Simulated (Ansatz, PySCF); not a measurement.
Reaction (SMILES): COC(C)OC + 5 [H][H] (H2) -> 4 C (CH4) + 2 O (H2O)
Each molecule is optimised on its own at B3LYP-D3(BJ)/def2-TZVP (Ansatz, an electronic-structure program), one conformer each, not searched for the lowest. Frequencies are from Ansatz or PySCF.
Geometry of the first species:
SMILES: COC(C)OC
```xyz
16

C      0.1307    -1.8674    -0.1538
C     -0.2303    -0.4065     0.0098
O      0.8784     0.3645     0.4531
C      1.0594     0.3800     1.8524
O     -0.6328     0.0754    -1.2312
C     -1.1423     1.3992    -1.2040
H      0.4817    -2.2838     0.7907
H     -0.7384    -2.4366    -0.4836
H      0.9216    -1.9588    -0.8981
H     -1.0462    -0.2784     0.7445
H      1.3344    -0.6056     2.2461
H      0.1537     0.7211     2.3700
H      1.8701     1.0758     2.0615
H     -1.9849     1.4787    -0.5057
H     -1.4909     1.6214    -2.2106
H     -0.3711     2.1161    -0.9162
```
Charge 0, spin multiplicity 1.

Wanted: energy of full hydrogenation (enthalpy at 298 K, with B3LYP-D3(BJ) rigid-rotor harmonic-oscillator terms), in kJ/mol. Cores are frozen in the correlated levels unless marked. Spin-orbit coupling is left out. Non-relativistic. Basis-set limits of correlation are two-point, X^-3; Hartree-Fock from the larger set.

```csv
level,program,energy of full hydrogenation (kJ/mol)
HF/cc-pVDZ,Ansatz,-427.9
HF/cc-pVTZ,Ansatz,-435.2
r2SCAN/def2-TZVPD,Ansatz,-377.6
PBE0/6-31G*,Ansatz,-320.4
CAM-B3LYP/def2-TZVPD,Ansatz,-399.5
wB97X/def2-TZVPD,Ansatz,-398.8
B2GP-PLYP/def2-TZVPD,Ansatz,-392.6
```

### Question
Predict the CCSD(T)/CBS(cc-pVTZ,cc-pVQZ) result (Ansatz).

### Answer
-393.4 kJ/mol, so B2GP-PLYP/def2-TZVPD differs from it by 0.8 kJ/mol.
